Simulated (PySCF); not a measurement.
C₃H₁₂Si₃. Atoms are numbered in the order given.

```xyz
18

Si    -0.9451     2.2130     0.0000
Si     1.1821     1.2252     0.0000
Si     0.9575    -1.1074     0.0000
C     -0.3869    -1.7205     1.1995
C     -1.3688    -1.6531     0.0000
C     -0.3869    -1.7205    -1.1995
H     -1.7071     1.7806    -1.2134
H     -0.8594     3.7062     0.0000
H     -1.7071     1.7806     1.2134
H      1.9320     1.6885    -1.2125
H      1.9320     1.6885     1.2125
H      2.3014    -1.7725     0.0000
H     -0.6666    -1.1486     2.0955
H     -0.1903    -2.7626     1.5002
H     -1.8938    -0.6833     0.0000
H     -2.1510    -2.4307     0.0000
H     -0.1903    -2.7626    -1.5002
H     -0.6666    -1.1486    -2.0955
```

Geometry optimised at PBE0-D3(BJ)/def2-SVP. The structure was generated by enumeration, and PubChem lists no compound with its InChIKey, so it may never have been made. The values are those of a single conformer.

Calculation: KT2/pcSseg-1 (PySCF).

GIAO shieldings, no solvent; atoms listed in one row are averaged. δ = σ(ref) − σ: ²⁹Si against TMS (σ = 361.9 ppm); ¹³C against TMS (σ = 185.1 ppm); ¹H against TMS (σ = 31.47 ppm), references at their B3LYP-D3(BJ)/def2-TZVP geometries, non-relativistic.

| nucleus | atoms | count | δ (ppm) |
|---|---|---|---|
| ²⁹Si | Si3 | 1 | -15.7 |
| ²⁹Si | Si1 | 1 | -109.3 |
| ²⁹Si | Si2 | 1 | -118.6 |
| ¹³C | C5 | 1 | 31.7 |
| ¹³C | C4, C6 | 2 | 16.0 |
| ¹H | H12 | 1 | 5.86 |
| ¹H | H7, H8, H9 | 3 | 4.07 |
| ¹H | H10, H11 | 2 | 3.78 |
| ¹H | H16 | 1 | 2.84 |
| ¹H | H15 | 1 | 2.66 |
| ¹H | H17, H14 | 2 | 2.06 |
| ¹H | H13, H18 | 2 | 1.47 |
